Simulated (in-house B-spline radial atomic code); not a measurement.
Values are calculated unless marked as measured or tabulated.
Correlation energy from the adiabatic connection: ω²r²/2 − Z/r, ω = 0.457, Z = 1.5

Two electrons in a singlet, external potential ω²r²/2 − Z/r, ω = 0.457, Z = 1.5 (atomic units). Full CI in B-splines (partial waves to l = 8, correlation up to 0.6 % small) with the density held fixed gives W(λ) = <V_ee>_λ − U, and E_c is the integral of W(λ) − W(0) from 0 to 1.

```json
{"λ": "0", "W(λ) − W(0) (hartree)": "0.00000"}
{"λ": "0.02", "W(λ) − W(0) (hartree)": "-0.00184"}
{"λ": "0.05", "W(λ) − W(0) (hartree)": "-0.00457"}
{"λ": "0.12", "W(λ) − W(0) (hartree)": "-0.01078"}
{"λ": "0.25", "W(λ) − W(0) (hartree)": "-0.02175"}
{"λ": "0.4", "W(λ) − W(0) (hartree)": "-0.03355"}
{"λ": "0.6", "W(λ) − W(0) (hartree)": "-0.04803"}
{"λ": "0.8", "W(λ) − W(0) (hartree)": "-0.06123"}
{"λ": "1", "W(λ) − W(0) (hartree)": "-0.07332"}
```

Problem. Integrate the table by the trapezoid rule.

Solution. The strips give -0.00002, -0.00010, -0.00054, -0.00211, -0.00415, -0.00816, -0.01093, -0.01345, which sum to -0.03945 hartree. The direct value, W(1) − W(0) + T_c with T_c = 0.03379, is -0.03953; the curve is convex, so chords lie above it and the trapezoids fall short in size by 0.20 %.

Problem. Now use only three numbers: W(0) = -0.8796, the initial slope W'(0) = -0.09268 (extrapolated from the first points) and the strong-coupling limit of the point-charge-plus-continuum model, W∞ = -1.2379. What do second-order theory and the interpolation W(λ) = W∞ + (W(0) − W∞)/√(1 + 2χλ) of Seidl, Perdew and Levy give?

Solution. Second order keeps the slope alone: E_c = W'(0)/2 = -0.04634, +17 % in size against -0.03953. Matching the slope fixes χ = W'(0)/(W∞ − W(0)) = -0.09268/(-0.35830) = 0.25867. Integrating, with s = √(1 + 2χ) = 1.231800, E_c = −(W(0) − W∞)(s − 1)/(s + 1) = −0.35830 × 0.231800/2.231800 = -0.03721 hartree, -5.9 % in size against the full result. At λ = 1 the formula gives W − W(0) = -0.06742 against -0.07332. Part of the miss can come from the model's W∞.
